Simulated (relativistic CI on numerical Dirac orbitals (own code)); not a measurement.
# Radial parameters of Ir²⁷⁺

These numbers are calculated, not measured: Dirac-Coulomb-Breit CI, separate exchange-only KLI orbitals for each configuration, QED by a radiative potential, unscaled Slater integrals (own radial code, finite nucleus).

Slater integrals F^k, G^k are unscaled and averaged over j, outside the closed core [Ar] 3d10 4p6 4d10; ζ comes from projecting the Hamiltonian with its Breit term on Σ l·s of the shell.

- 4s²4f⁴: F^2(4f,4f) = 246850, F^4(4f,4f) = 160590, F^6(4f,4f) = 117330, ζ(4f) = 10024 cm⁻¹; <r>(4f) = 0.4228, <r^2>(4f) = 0.2053 (bohr units).
- 4s²4f³5s: F^2(4f,4f) = 249470, F^4(4f,4f) = 162400, F^6(4f,4f) = 118680, ζ(4f) = 10276, G^3(4f,5s) = 34694 cm⁻¹; <r>(4f) = 0.419, <r^2>(4f) = 0.2016, <r>(5s) = 0.7563, <r^2>(5s) = 0.6373 (bohr units).
- 4s²4f²5s²: F^2(4f,4f) = 252330, F^4(4f,4f) = 164370, F^6(4f,4f) = 120170, ζ(4f) = 10530 cm⁻¹; <r>(4f) = 0.415, <r^2>(4f) = 0.1976 (bohr units).

Averages of the first 10 configurations, taken without configuration mixing, which lowers the lowest level and can move excited configurations by several eV; other configurations of the list can lie among them:

```json
{"Configuration": "4s²4f⁴", "Parity": "even", "States": "1001", "Average energy above the lowest level (eV)": "18.7"}
{"Configuration": "4s²4f³5s", "Parity": "odd", "States": "728", "Average energy above the lowest level (eV)": "150.2"}
{"Configuration": "4s²4f²5s²", "Parity": "even", "States": "91", "Average energy above the lowest level (eV)": "292.6"}
{"Configuration": "4s²4f³5p", "Parity": "even", "States": "2184", "Average energy above the lowest level (eV)": "218.5"}
{"Configuration": "4s²4f²5s5p", "Parity": "odd", "States": "1092", "Average energy above the lowest level (eV)": "357.9"}
{"Configuration": "4s²4f³5d", "Parity": "odd", "States": "3640", "Average energy above the lowest level (eV)": "308.2"}
{"Configuration": "4s²4f²5p²", "Parity": "even", "States": "1365", "Average energy above the lowest level (eV)": "429.0"}
{"Configuration": "4s²4f²5s5d", "Parity": "even", "States": "1820", "Average energy above the lowest level (eV)": "450.2"}
{"Configuration": "4s²4f²5p5d", "Parity": "odd", "States": "5460", "Average energy above the lowest level (eV)": "518.8"}
{"Configuration": "4s²4f³5f", "Parity": "even", "States": "5096", "Average energy above the lowest level (eV)": "401.0"}
```
